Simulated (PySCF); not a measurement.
Frontier orbitals and the lowest excitations

C3H3F2NSi.
Geometry (GFN2-xTB, Å), atoms numbered from 1 in this order:
```xyz
10
C3H3F2NSi angstrom
N      1.484    2.247   -1.030
C      1.450    1.216   -0.529
C      1.435   -0.052    0.087
C      0.313   -0.722    0.358
Si    -1.442   -0.153    0.000
F     -2.176   -1.361   -0.749
F     -2.220   -0.104    1.397
H      2.416   -0.445    0.327
H      0.416   -1.692    0.834
H     -1.669    1.071   -0.717
```

Computed, not measured: TDDFT wB97X-D/def2-SVPD, vertical, gas phase, core orbitals frozen in the response in PySCF 2.14.0, density-fitted response routines.

Frontier orbitals with the atoms that hold most of them (Löwdin shares over 4%, at most four atoms; ? is withheld):

```
orbital  ε (eV)                             atoms
 LUMO+2    2.24  Si5 38%, H10 13%, F6 12%, C4 11%
 LUMO+1    1.44    C3 16%, C2 16%, N1 15%, C4 14%
   LUMO       ?                                 ?
   HOMO  -10.87    C4 29%, C3 24%, N1 24%, C2 16%
 HOMO-1  -11.95                                 ?
 HOMO-2  -12.53    N1 33%, C2 26%, C4 14%, Si5 8%
 HOMO-3  -13.00                    N1 75%, C2 16%
```

(1) Give the leading atoms of the LUMO.

(2) Which atoms hold the HOMO-1, and with what shares?

(3) What is the LUMO energy, and the HOMO–LUMO gap?

Answers

(1) C4 (bonded to C, Si and H) 31%; C3 (bonded to 2 C and H) 27%; N1 (bonded to C) 13%; C2 (bonded to C and N) 11%. By element: carbon 69%, nitrogen 13%.

(2) N1 (bonded to C) 20%; C4 (bonded to C, Si and H) 15%; C2 (bonded to C and N) 14%; Si5 (bonded to C, 2 F and H) 14%. By element: carbon 29% or more, nitrogen 20%, silicon 14%.

(3) ε(LUMO) = -0.80 eV; the gap is 10.06 eV (0.3699 hartree).

Q: The HOMO–LUMO gap is 10.06 eV. Where does the response calculation put the lowest singlet, and from which orbitals?

A: S1 is at 6.03 eV (f = 0.0022), 4.03 eV below the gap, made of HOMO-1→LUMO (92%). Its leading pair isn't HOMO and LUMO; the energies of that pair differ by 11.15 eV. 

Q: Give energy, strength and leading configuration of S1, S2, S3 and S4, and follow the Löwdin shares of the leading atoms from the occupied to the empty orbital.

A: 
- S1 (6.03 eV, f 0.0022), HOMO-1→LUMO (92%): N1 20% → 13%, C4 15% → 31%, C3 at most 14% → 27%
- S2 (6.12 eV, f 0.323), HOMO→LUMO (92%): C4 29% → 31%, C3 24% → 27%
- S3 (6.57 eV, f 0.0000), HOMO-2→LUMO (89%): N1 33% → 13%, C2 26% → 11%, C4 14% → 31%, C3 at most 9% → 27%
- S4 (7.19 eV, f 0.0023), HOMO→LUMO+1 (79%): C4 29% → 14%, C3 24% → 16%, C2 16% → 16%

Löwdin shares depend on the basis, the more so with diffuse functions.

One conformer stands for the species.
